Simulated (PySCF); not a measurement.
F3Ge, SMILES [Ge]([F])([F])[F] (connectivity only; charge and spin as stated), charge +1, multiplicity 1. The structure is a stationary point at PBE0-D3(BJ)/def2-SVP. The multiplicity is an assumed one; other spin states were not compared. The isomer is the one that the SMILES or the coordinates give; other isomers of the formula were not compared.

TDDFT-LC-ωPBE/def2-SVPD run with PySCF 2.14.0 puts the lowest singlet excitations at 7.43, 7.71, 7.71, 8.00, 8.00, 8.89 eV.

Problem. What are the lowest excitation roots from PySCF with ADC(2)/aug-cc-pVDZ? (An estimate is asked for; the answer gives what the named calculation found.)

Solution. 7.44, 7.74, 7.74, 8.01, 8.01, 8.92 eV. S1 differs by 0.01 eV (second minus first; roots are paired by order, and the bases may differ).
